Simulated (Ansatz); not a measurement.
A nudged elastic band was laid between two geometries of H₄NOSb (7 atoms, charge 0, multiplicity 1).

Computed with RKS PBE/def2-SVPD in Ansatz 0.2.0.

```yaml
movable_images: 9
climbing_image: yes
spring: 5.0 eV/Å²
optimiser: quadratic models (default)
start_path: through a guess of the saddle point
force_threshold: 0.05 eV/Å
iteration_limit: 60
end_points: relaxed
```

First end point:

```xyz
7
Properties=species:S:1:pos:R:3
N -1.245 0.385 -0.584
Sb -0.088 0.043 1.095
O 1.638 -0.766 0.324
H -1.769 -0.430 -0.916
H -0.757 0.814 -1.377
H 0.626 1.613 0.927
H 1.656 -1.727 0.485
```

Last end point:

```xyz
7
Properties=species:S:1:pos:R:3
N -0.915 0.052 -0.746
Sb -0.155 0.109 1.185
O 1.357 -1.223 0.894
H -1.850 -0.352 -0.845
H -0.855 0.922 -1.282
H 0.762 1.539 0.757
H 1.717 -1.116 -0.008
```

**Question.** What changes between the two ends?

**Answer.** No bond is made or broken. The dihedral N1–Sb2–O3–H7 goes from -105 to 36°.

**Question.** Give the energies along the band, and the barrier.

**Answer.** It converged. The highest image is number 5 of 0 to 10, 0.102 eV above the first end and 0.054 eV above the last; the last end lies 0.047 eV above the first. A vibrational analysis at the climbing image gives one clearly imaginary mode, 223i cm⁻¹: a first-order saddle point.

```tsv
image	path coordinate (Å)	energy (eV)	dihedral N1–Sb2–O3–H7 (°)
0	0.00	0.000	-105
1	0.22	0.019	-90
2	0.44	0.065	-81
3	0.66	0.079	-71
4	0.89	0.094	-54
5	1.11	0.102	-35
6	1.29	0.095	-19
7	1.47	0.079	-3
8	1.65	0.061	11
9	1.83	0.050	24
10	2.01	0.047	36
```

**Question.** What is the geometry of the highest image?

**Answer.** 
```xyz
7
Properties=species:S:1:pos:R:3:forces:R:3
N -0.920 -0.019 -0.729 0.00 0.01 0.01
Sb -0.107 0.071 1.177 0.01 -0.01 -0.01
O 1.676 -0.796 0.673 -0.01 0.00 0.00
H -1.900 -0.310 -0.772 0.00 0.00 0.00
H -0.767 0.787 -1.340 0.00 -0.01 0.00
H 0.582 1.662 0.964 0.00 0.00 0.00
H 1.498 -1.463 -0.018 0.00 0.00 0.00
```

**Question.** What are the harmonic wavenumbers there?

**Answer.** 223i, 163, 279, 381, 540, 565, 584, 657, 835, 871, 1477, 1824, 3459, 3574, 3707 cm⁻¹.

Run time: 3 min on 2 threads of Intel(R) Xeon(R) Platinum 8488C (Sapphire Rapids) (shared host), peak memory 0.15 GiB.
